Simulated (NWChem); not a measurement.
Species: BNH anion

```xyz
3

B      0.0000     0.0000    -0.5878
N      0.0000     0.0000     0.6746
H      0.0000     0.0000    -1.7838
```
Atoms are numbered in this order, from 1.

Results from NWChem. Sets without diffuse functions describe the anion's extra electron poorly. Structure relaxed at the B3LYP/def2-SVPD level.

For level Hartree-Fock/cc-pVDZ:

highest occupied level (eV): -2.60
orbital gap (eV): 14.33

Estimate the same quantities for level Hartree-Fock/cc-pVTZ.

The highest occupied level (eV) is -2.94 and the orbital gap (eV) is 13.13.
